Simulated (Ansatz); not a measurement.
```yaml
crystal:
  periodic: [false, false, false]
  atoms:
    - {symbol: O, position_ang: [-5.010623, 2.895363, -0.423187]}
    - {symbol: P, position_ang: [-6.056090, 1.855873, -0.195500]}
    - {symbol: O, position_ang: [-6.027801, 1.232431, 1.312933]}
    - {symbol: O, position_ang: [-7.575600, 2.408344, -0.395846]}
    - {symbol: C, position_ang: [-6.091766, 0.356489, -1.191726]}
    - {symbol: C, position_ang: [-4.829000, -0.501331, -1.068076]}
    - {symbol: C, position_ang: [-3.591301, 0.137022, -1.701124]}
    - {symbol: C, position_ang: [-2.332865, -0.724943, -1.602242]}
    - {symbol: C, position_ang: [-1.825027, -0.940860, -0.177014]}
    - {symbol: C, position_ang: [-0.508668, -1.713934, -0.124901]}
    - {symbol: C, position_ang: [-0.027583, -2.048505, 1.289301]}
    - {symbol: C, position_ang: [0.195756, -0.843080, 2.208694]}
    - {symbol: C, position_ang: [1.183489, 0.224752, 1.724141]}
    - {symbol: C, position_ang: [2.644424, -0.225761, 1.576904]}
    - {symbol: C, position_ang: [2.993127, -0.846963, 0.227974]}
    - {symbol: O, position_ang: [4.373636, -1.172188, 0.134420]}
    - {symbol: C, position_ang: [5.280597, -0.196441, -0.126274]}
    - {symbol: C, position_ang: [4.963816, 1.142463, -0.411519]}
    - {symbol: C, position_ang: [5.992305, 2.051556, -0.687029]}
    - {symbol: C, position_ang: [7.329312, 1.651587, -0.680841]}
    - {symbol: C, position_ang: [7.637796, 0.315305, -0.393772]}
    - {symbol: C, position_ang: [6.627198, -0.601756, -0.117585]}
    - {symbol: H, position_ang: [-5.509061, 1.813053, 1.890969]}
    - {symbol: H, position_ang: [-7.567463, 3.378004, -0.398718]}
    - {symbol: H, position_ang: [-6.266280, 0.674294, -2.234427]}
    - {symbol: H, position_ang: [-6.990637, -0.197196, -0.870777]}
    - {symbol: H, position_ang: [-5.021759, -1.479127, -1.545412]}
    - {symbol: H, position_ang: [-4.652727, -0.710808, 0.000977]}
    - {symbol: H, position_ang: [-3.407803, 1.123000, -1.237849]}
    - {symbol: H, position_ang: [-3.807866, 0.343203, -2.765469]}
    - {symbol: H, position_ang: [-1.529375, -0.249888, -2.194364]}
    - {symbol: H, position_ang: [-2.515454, -1.707875, -2.078453]}
    - {symbol: H, position_ang: [-2.581544, -1.482909, 0.420905]}
    - {symbol: H, position_ang: [-1.706186, 0.045755, 0.308974]}
    - {symbol: H, position_ang: [0.265109, -1.140376, -0.668705]}
    - {symbol: H, position_ang: [-0.624542, -2.656350, -0.691147]}
    - {symbol: H, position_ang: [0.898221, -2.648436, 1.228876]}
    - {symbol: H, position_ang: [-0.771286, -2.712094, 1.767829]}
    - {symbol: H, position_ang: [0.537476, -1.212476, 3.192837]}
    - {symbol: H, position_ang: [-0.775117, -0.352081, 2.400239]}
    - {symbol: H, position_ang: [0.833664, 0.666028, 0.771102]}
    - {symbol: H, position_ang: [1.152028, 1.053294, 2.451623]}
    - {symbol: H, position_ang: [3.308804, 0.642206, 1.725754]}
    - {symbol: H, position_ang: [2.906322, -0.946254, 2.372847]}
    - {symbol: H, position_ang: [2.694201, -0.181089, -0.604099]}
    - {symbol: H, position_ang: [2.472543, -1.803523, 0.077850]}
    - {symbol: H, position_ang: [3.928630, 1.488945, -0.419127]}
    - {symbol: H, position_ang: [5.733321, 3.091864, -0.906907]}
    - {symbol: H, position_ang: [8.124066, 2.371168, -0.894578]}
    - {symbol: H, position_ang: [8.680338, -0.016905, -0.384430]}
    - {symbol: H, position_ang: [6.847286, -1.648868, 0.105939]}
basis:
  gaussian: {orbitals: aug-cc-pVDZ, fitting: {mean_field: def2-universal-jkfit}}
hamiltonian: {xc: {name: wB97M-V}}
scf: {omitted_lower_state_checks: [starts]}
output: {forces: true}
```

```sh
$ ansatz run in.yaml --threads 2 --pin off --events-out ev --progress --plain --max-ram 20480MiB --backend cuda --devices 0, --max-vram 18GiB
```

It prints (some lines left out):

```
Functional definition: wB97M-V
2233 factors; integrals over basis functions are off by at most 2.2e-1 eV
2233 factors; integrals over basis functions are off by at most 9.9e-5 eV
mean field evaluation 1: about -35544.6026 eV, gradient 1.1e2 eV
mean field evaluation 2: about -35553.5582 eV, gradient 9.9e1 eV
mean field evaluation 4: about -35573.0876 eV, gradient 6.4e0 eV
mean field evaluation 8: about -35573.1856 eV, gradient 7.2e-1 eV
mean field evaluation 16: about -35573.1865 eV, gradient 3.5e-4 eV
mean field -35573.18654464 eV, -1307.2904931435 hartree, gradient 6.0e-5 eV, S^2 0.000000; 0 other end points of the search recorded, 0 dependent functions left out
reference -35573.18680948 eV, -1307.2905028765 hartree; 89, 89 occupied and 682, 682 virtual orbitals, 2233 factors
Total energy: -35573.18680948 eV, -1307.2905028765 hartree
Atom 0 force     0.514426     0.570801    -0.072233 eV/Å
Atom 1 force    -0.164919    -0.683888    -0.278805 eV/Å
Atom 2 force     0.099636     0.032965     0.465688 eV/Å
Atom 3 force    -0.361397     0.336851    -0.008994 eV/Å
Atom 4 force    -0.163758    -0.061415    -0.222438 eV/Å
Atom 5 force     0.054176    -0.212034     0.183412 eV/Å
Atom 6 force    -0.020665     0.248054    -0.071437 eV/Å
Atom 7 force     0.119209    -0.135056    -0.170023 eV/Å
Atom 8 force    -0.142329     0.106054     0.236063 eV/Å
Atom 9 force     0.127008    -0.008176    -0.229449 eV/Å
Atom 10 force     0.040663    -0.201337     0.058356 eV/Å
Atom 11 force    -0.111755     0.034716     0.179016 eV/Å
Atom 12 force    -0.060019     0.190555    -0.104807 eV/Å
Atom 13 force     0.203199     0.028727     0.179008 eV/Å
Atom 14 force    -0.363918     0.081133    -0.152844 eV/Å
Atom 15 force    -0.007719    -0.370036     0.052780 eV/Å
Atom 16 force     0.336956     0.513319    -0.120254 eV/Å
Atom 17 force    -0.016153    -0.160548     0.040547 eV/Å
Atom 18 force     0.067619    -0.019344     0.000639 eV/Å
Atom 19 force    -0.059365     0.008848     0.002997 eV/Å
Atom 20 force    -0.039920    -0.006338     0.009702 eV/Å
Atom 21 force    -0.128552     0.012297     0.000352 eV/Å
Atom 22 force    -0.089035    -0.104442    -0.068724 eV/Å
Atom 23 force    -0.023555    -0.142122     0.000660 eV/Å
Atom 24 force     0.048634    -0.028669     0.154880 eV/Å
Atom 25 force     0.147760     0.090289    -0.011238 eV/Å
Atom 26 force     0.015849     0.155461     0.050053 eV/Å
Atom 27 force    -0.011681     0.023568    -0.177282 eV/Å
Atom 28 force    -0.001318    -0.172076    -0.058019 eV/Å
Atom 29 force     0.031764    -0.050532     0.134961 eV/Å
Atom 30 force    -0.116692    -0.043246     0.090721 eV/Å
Atom 31 force     0.008649     0.127158     0.081495 eV/Å
Atom 32 force     0.114940     0.054089    -0.093306 eV/Å
Atom 33 force    -0.000461    -0.131850    -0.084309 eV/Å
Atom 34 force    -0.112963    -0.062394     0.100211 eV/Å
Atom 35 force     0.002721     0.116598     0.093866 eV/Å
Atom 36 force    -0.126592     0.096657     0.003462 eV/Å
Atom 37 force     0.088484     0.101268    -0.065282 eV/Å
Atom 38 force    -0.026961     0.037830    -0.140121 eV/Å
Atom 39 force     0.133708    -0.062052    -0.041235 eV/Å
Atom 40 force     0.041968    -0.086765     0.109128 eV/Å
Atom 41 force     0.006765    -0.120543    -0.090897 eV/Å
Atom 42 force    -0.106961    -0.120549    -0.017467 eV/Å
Atom 43 force    -0.065107     0.075749    -0.116600 eV/Å
Atom 44 force     0.060643    -0.105031     0.128002 eV/Å
Atom 45 force     0.113406     0.135915     0.016764 eV/Å
Atom 46 force     0.136901    -0.032066     0.001172 eV/Å
Atom 47 force     0.039948    -0.136435     0.027928 eV/Å
Atom 48 force    -0.105366    -0.095546     0.025900 eV/Å
Atom 49 force    -0.133515     0.044023    -0.002436 eV/Å
Atom 50 force     0.005642     0.129564    -0.029563 eV/Å
Dipole moment:    -0.499183    -0.114566     0.117991 e Å
Checks for a lower state left out: starts
```

Hardware: 2 threads of AMD EPYC 7R13 on a shared host and a share (18 GiB) of an NVIDIA H100 80GB HBM3. Wall time 20 s, peak host memory 1.6 GiB.
